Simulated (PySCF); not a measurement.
C4H9, doublet, geometry from GFN2-xTB; PySCF with CAMB3LYP/STO-3G.

Input for PySCF:
```python
from pyscf import gto, scf, dft

mol = gto.M(
    atom='''
C     0.00343895    0.02707874    0.36145372
H     0.01593184   -0.10399431    1.46074042
C     0.00475813    1.46920007    0.05225443
H    -0.91648563    2.00955334   -0.04081729
H     0.92724045    2.01071965   -0.02101528
C     1.25810793   -0.66327342   -0.18430821
H     1.28125383   -0.59348488   -1.26953638
H     2.15523034   -0.19293024    0.21094343
H     1.26733551   -1.71452144    0.09490627
C    -1.26527340   -0.65633136   -0.15779662
H    -1.31206581   -0.58413275   -1.24212382
H    -1.27317201   -1.70816785    0.11918081
H    -2.15145821   -0.18308581    0.25810204
''',
    basis='sto-3g',
    spin=1,
    verbose=4,
)

mf = dft.UKS(mol)
mf.xc = 'camb3lyp'
mf.kernel()
```

Output, abridged:

```
PySCF version 2.14.0

[INPUT] verbose = 4
[INPUT] num. atoms = 13
[INPUT] num. electrons = 33
[INPUT] charge = 0
[INPUT] spin (= nelec alpha-beta = 2S) = 1
[INPUT] symmetry False subgroup None
[INPUT] Mole.unit = angstrom
[INPUT] Symbol           X                Y                Z      unit          X                Y                Z       unit  Magmom
[INPUT]  1 C      0.003438950000   0.027078740000   0.361453720000 AA    0.006498673656   0.051171402398   0.683048537505 Bohr   0.0
[INPUT]  2 H      0.015931840000  -0.103994310000   1.460740420000 AA    0.030106814260  -0.196520764413   2.760399332882 Bohr   0.0
[INPUT]  3 C      0.004758130000   1.469200070000   0.052254430000 AA    0.008991562565   2.776385754492   0.098746561495 Bohr   0.0
[INPUT]  4 H     -0.916485630000   2.009553340000  -0.040817290000 AA   -1.731906837799   3.797505445305  -0.077133499247 Bohr   0.0
[INPUT]  5 H      0.927240450000   2.010719650000  -0.021015280000 AA    1.752230502118   3.799709451781  -0.039713123631 Bohr   0.0
[INPUT]  6 C      1.258107930000  -0.663273420000  -0.184308210000 AA    2.377479422843  -1.253405109504  -0.348292039409 Bohr   0.0
[INPUT]  7 H      1.281253830000  -0.593484880000  -1.269536380000 AA    2.421218834750  -1.121523882270  -2.399076063372 Bohr   0.0
[INPUT]  8 H      2.155230340000  -0.192930240000   0.210943430000 AA    4.072795077953  -0.364585314747   0.398625310476 Bohr   0.0
[INPUT]  9 H      1.267335510000  -1.714521440000   0.094906270000 AA    2.394917021836  -3.239975956295   0.179346857804 Bohr   0.0
[INPUT] 10 C     -1.265273400000  -0.656331360000  -0.157796620000 AA   -2.391020198697  -1.240286517363  -0.298192395182 Bohr   0.0
[INPUT] 11 H     -1.312065810000  -0.584132750000  -1.242123820000 AA   -2.479445038306  -1.103850917889  -2.347273832599 Bohr   0.0
[INPUT] 12 H     -1.273172010000  -1.708167850000   0.119180810000 AA   -2.405946408362  -3.227969411287   0.225219090204 Bohr   0.0
[INPUT] 13 H     -2.151458210000  -0.183085810000   0.258102040000 AA   -4.065666785347  -0.345982038194   0.487742167792 Bohr   0.0

nuclear repulsion = 127.194006711396
number of shells = 21
number of NR pGTOs = 87
number of NR cGTOs = 29
basis = sto-3g
ecp = {}

******** <class 'pyscf.dft.uks.UKS'> ********
method = UKS
initial guess = minao
damping factor = 0
level_shift factor = 0
DIIS = <class 'pyscf.scf.diis.CDIIS'>
diis_start_cycle = 1
diis_space = 8
diis_damp = 0
SCF conv_tol = 1e-09
SCF conv_tol_grad = None
SCF max_cycles = 50
direct_scf = True
direct_scf_tol = 1e-13
number electrons alpha = 17  beta = 16
XC library pyscf.dft.libxc version 7.1.2
    S. Lehtola, C. Steigemann, M. J. T. Oliveira, and M. A. L. Marques,  SoftwareX 7, 1–5 (2018)
XC functionals = camb3lyp
    T. Yanai, D. P. Tew, and N. C. Handy,  Chem. Phys. Lett. 393, 51 (2004)
radial grids:
    Treutler-Ahlrichs [JCP 102, 346 (1995); DOI:10.1063/1.469408] (M4) radial grids

becke partition: Becke, JCP 88, 2547 (1988); DOI:10.1063/1.454033
pruning grids: <function nwchem_prune>
grids dens level: 3
symmetrized grids: False
atomic radii adjust function: <function treutler_atomic_radii_adjust>
small_rho_cutoff = 0
Set gradient conv threshold to 3.16228e-05
tot grids = 144744
init E= -156.033257634046

cycle= 1 E= -155.768209223848  delta_E= 0.265  |g|= 0.116  |ddm|= 2.95
cycle= 2 E= -155.779247426244  delta_E= -0.011  |g|= 0.0486  |ddm|= 0.25
cycle= 3 E= -155.780919617899  delta_E= -0.00167  |g|= 0.0124  |ddm|= 0.077
cycle= 4 E= -155.781099376614  delta_E= -0.00018  |g|= 0.00401  |ddm|= 0.0285
cycle= 5 E= -155.78111437855  delta_E= -1.5e-05  |g|= 0.00128  |ddm|= 0.00711
cycle= 6 E= -155.781116717808  delta_E= -2.34e-06  |g|= 0.000196  |ddm|= 0.00383
cycle= 7 E= -155.78111676351  delta_E= -4.57e-08  |g|= 8.51e-05  |ddm|= 0.000448
cycle= 8 E= -155.781116771333  delta_E= -7.82e-09  |g|= 1.42e-05  |ddm|= 0.000183
cycle= 9 E= -155.781116771684  delta_E= -3.51e-10  |g|= 4.43e-06  |ddm|= 4.2e-05
Extra cycle  E= -155.781116771714  delta_E= -3.01e-11  |g|= 2.2e-06  |ddm|= 9.36e-06
converged SCF energy = -155.781116771714  <S^2> = 0.75429604  2S+1 = 2.0042914
```
